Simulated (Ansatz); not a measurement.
System: C2H10P2Si (charge 0, singlet). 
Geometry from a B3LYP-D3(BJ)/def2-TZVP (Ansatz, a program for electronic structure) optimisation:
```
Si
C 1 1.8780
H 2 1.0912 1 111.26
H 2 1.0921 3 108.17 1 -121.72
H 2 1.0925 3 107.93 4 -116.65
C 1 1.8783 2 110.60 3 -178.55
H 6 1.0911 1 111.16 2 179.47
H 6 1.0921 7 107.91 1 -121.23
H 6 1.0926 7 108.20 8 -116.91
P 1 2.2708 2 107.80 3 57.28
H 10 1.4190 1 94.16 2 171.72
H 10 1.4220 11 93.70 1 95.41
P 1 2.2720 2 107.93 3 -61.00
H 13 1.4189 1 94.84 2 73.92
H 13 1.4194 14 93.85 1 -95.07
```

Dipole moments at this geometry, in debye (magnitudes).

| level | program | dipole (D) |
|---|---|---|
| PBE/def2-TZVPD | Ansatz | 1.37 |
| BLYP/def2-TZVPD | Ansatz | 1.33 |
| revPBE/def2-TZVPD | Ansatz | 1.38 |
| r2SCAN/def2-TZVPD | Ansatz | 1.42 |
| B97M-V/def2-TZVPD | Ansatz | 1.38 |
| B3LYP/def2-TZVPD | Ansatz | ? |
| PBE0/def2-TZVPD | Ansatz | 1.40 |
| BHLYP/def2-TZVPD | Ansatz | 1.37 |
| r2SCANh/def2-TZVPD | Ansatz | 1.42 |
| CAM-B3LYP/def2-TZVPD | Ansatz | 1.38 |
| LC-wPBE/def2-TZVPD | Ansatz | 1.46 |
| wB97M-V/def2-TZVPD | Ansatz | 1.35 |
| CCSD(T)/aug-cc-pV(D+d)Z | Ansatz | ? |

Task: Some entries are withheld; supply them.

Result: 
- B3LYP/def2-TZVPD, dipole (D): 1.35
- CCSD(T)/aug-cc-pV(D+d)Z, dipole (D): 1.31
